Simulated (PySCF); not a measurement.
CsBe⁻: energy against distance

Set-up: Cs def2-SVPD with ECP46, Be def2-SVPD; scalar-relativistic core potentials (PySCF 2.14). Energies in eV from Cs⁻ + Be in their ground configurations at the same level. State: ¹Σ⁺ (singlet), closed shell.

| R (Å) | RHF-SCS-MP2 |
| --- | --- |
| 3.639 | 0.1506 |
| 3.808 | 0.0914 |
| 3.977 | 0.0516 |
| 4.104 | 0.0307 |
| 4.231 | 0.0152 |
| 4.358 | 0.0037 |
| 4.527 | -0.0074 |
| 4.739 | -0.0165 |
| 4.993 | -0.0236 |
| 5.331 | -0.0290 |

Correlated steps freeze no core orbitals. Spin–orbit coupling is left out.
